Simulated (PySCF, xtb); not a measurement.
C2H7NSi, SMILES [SiH2]1CNC1.

GFN2-xTB (xtb) at its own geometry gives an orbital gap of 3.63 eV and a dipole moment of 1.32 D.

Coordinates come from a PBE0-D3(BJ)/def2-SVP optimisation.

**Question.** What does PBE/def2-TZVP in PySCF give? (The exact figures need the calculation; the answer reports its results.)

**Answer.** gap 4.47 eV (levels -5.07 and -0.60 eV), dipole 0.99 D.
